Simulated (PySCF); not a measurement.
Species: C₆H₅BF₂S.
Atom-mapped SMILES: `[F:1][B:2]([F:3])[c:4]1[cH:5][cH:6][c:7]([SH:8])[cH:9][cH:10]1` (hydrogens: H11 on C5; H12 on C6; H13 on S8; H14 on C9; H15 on C10)

Cartesian coordinates in Å at the PBE0-D3(BJ)/def2-SVP level; atoms count from 1:
```
atom  x, y, z in Å
F1     3.191    0.435   -0.967
B2     2.551   -0.146    0.035
F3     3.296   -0.732    0.959
C4     1.010   -0.136    0.116
C5     0.336   -0.780    1.166
C6    -1.050   -0.780    1.241
C7    -1.805   -0.125    0.256
S8    -3.556   -0.165    0.412
C9    -1.147    0.525   -0.798
C10    0.239    0.514   -0.861
H11    0.913   -1.293    1.939
H12   -1.555   -1.290    2.065
H13   -3.830    0.562   -0.691
H14   -1.724    1.038   -1.571
H15    0.740    1.024   -1.688
```

Level: wB97X-D/def2-SVPD in PySCF, non-relativistic, on one gas-phase PBE0-D3(BJ)/def2-SVP geometry that isn't relaxed in the solvent. The solvent is an IEF-PCM continuum (cavity from Bondi-type radii × 1.2). Specific hydrogen bonds and non-electrostatic terms are outside this model.

Gas phase at wB97X-D/def2-SVPD: HOMO -8.56 eV, LUMO 0.07 eV, dipole 2.10 D.

Task: What does the continuum do to the energy, the frontier levels and the dipole at wB97X-D/def2-SVPD in acetone and water?

Result: 
| solvent | ε | E(solvent) − E(gas) (kJ/mol) | polarisation term (kJ/mol) | distortion of the solute (kJ/mol) | HOMO (eV) | LUMO (eV) | dipole (D) |
| --- | --- | --- | --- | --- | --- | --- | --- |
| acetone | 20.49 | -20.57 | -23.51 | 2.94 | -8.43 | 0.18 | 2.67 |
| water | 78.36 | -21.96 | -25.33 | 3.37 | -8.43 | 0.18 | 2.71 |

The first energy column is the sum of the next two and covers electrostatics alone. From acetone to water the lowering changes by a factor 1.07, Onsager's factor (ε − 1)/(2ε + 1) by 1.06 and ε itself by 3.8.

Task: Which radius a makes the point-dipole formula ΔE = −[(ε − 1)/(2ε + 1)]·μ²/a³ give the value in water, with the gas-phase dipole?

Result: μ = 0.825 au and |ΔE| = 0.00836 Eh give a = 1.81 Å; the farthest nucleus lies 3.81 Å from the centroid of the nuclei, so such a sphere wouldn't even hold the nuclei. The formula assumes a rigid point dipole at the centre of a sphere.

Task: Give the dipole vector in the frame of the coordinates (D, pointing from negative to positive charge), gas and water.

Result: Gas (-1.97, 0.45, -0.57), solvent (-2.45, 0.69, -0.92). Its length changes by +29 % and its direction by 5°.

Task: How does the static polarisability (wB97X-D/def2-SVPD, frozen core, with the continuum's full static response) change?

Result: 
```tsv
medium	isotropic (au)	principal values (au)	⟨r²⟩ of the electrons (bohr²)
gas	106.1	63.2, 100.7, 154.4	2165.5
acetone	147.3	88.6, 143.8, 209.4	2165.3
water	150.6	91.4, 147.4, 213.0	2165.3
```

The isotropic value in water is 1.42 times the gas-phase one; no cavity-field correction is applied. ⟨r²⟩ is taken about the centre of nuclear charge.

Time: 98 s wall; peak memory 1.2 GiB. Hardware: an AMD EPYC with one thread, on a shared host. This is the whole response run at wB97X-D/def2-SVPD in water, SCF included.

The pairwise dispersion term of wB97X-D wasn't added to the energies; at a given geometry it leaves orbitals and properties as they are.
